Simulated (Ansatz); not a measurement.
Reaction (ligand exchange at the In–Se bond): `[Cl][In]([Cl])[SeH]` + `N=C=O` → `O=C=[N][In]([Cl])[Cl]` + H₂Se

Computed with Ansatz on PBE0-D4/def2-TZVP structures; ΔE is electronic, products minus reactants. CCSD(T)/CBS is the MP2 limit (def2-TZVPP, def2-QZVPP) plus CCSD(T) − MP2 in def2-TZVPP, frozen cores. This one scheme is used for every species. DFT in def2-TZVPP. def2 core potentials past Kr. For In, Se outer-core shells are correlated without core-valence functions, which leaves a few kJ/mol of doubt a bond. Scalar relativity is left out up to krypton. Each species was taken in one conformer, which may not be the lowest.

`[Cl][In]([Cl])[SeH]`:

Cartesian coordinates in Å:
```
Cl 0.781 0.172 -2.259
In 0.368 -0.447 -0.072
Cl 1.477 -2.320 0.692
Se -1.178 0.832 1.373
H -1.448 1.762 0.267
```

`N=C=O`:

```xyz
4

N    -0.466    0.007   -0.607
C     0.195   -0.262    0.368
O     0.777   -0.651    1.293
H    -0.506    0.906   -1.053
```

`O=C=[N][In]([Cl])[Cl]`:

Cartesian coordinates in Å:
```
O 2.523 -1.490 0.113
C 1.454 -1.091 0.341
N 0.342 -0.732 0.646
In -0.951 0.607 -0.097
Cl -2.977 0.848 0.934
Cl -0.392 1.858 -1.937
```

H₂Se:

```xyz
3

Se    0.479    0.042    0.487
H    -0.528   -0.959    0.123
H     0.049    0.917   -0.610
```

```csv
species,PBE-D4 energy (Eh)
`[Cl][In]([Cl])[SeH]`,-3512.13598
`N=C=O`,-168.57839
`O=C=[N][In]([Cl])[Cl]`,-1278.30223
H₂Se,-2402.38459
```

(1) Work out ΔE.

Largest T1 diagnostic among the species: 0.018.

Answers

(1) ΔE = (-1278.30223) + (-2402.38459) − (-3512.13598) − (-168.57839) = 0.02755 Eh = +17.3 kcal/mol. CCSD(T)/CBS gives +14.2 kcal/mol.

At CCSD(T), def2-SVP lies −1.8 kcal/mol from the extrapolated value and def2-TZVPP −1.2 kcal/mol. In def2-TZVPP, CCSD(T) changes the Hartree–Fock value by +1.0 kcal/mol (the triples alone add +0.2 kcal/mol) and MP2 by +1.9 kcal/mol. Leaving LDA and LC-ωPBE aside and taking each functional with its dispersion term where it has one, the values, not all of them listed here, spread over 3.5 kcal/mol, from ωB97X-V to PBE-D4. LDA lies +0.8 kcal/mol from PBE without D4.
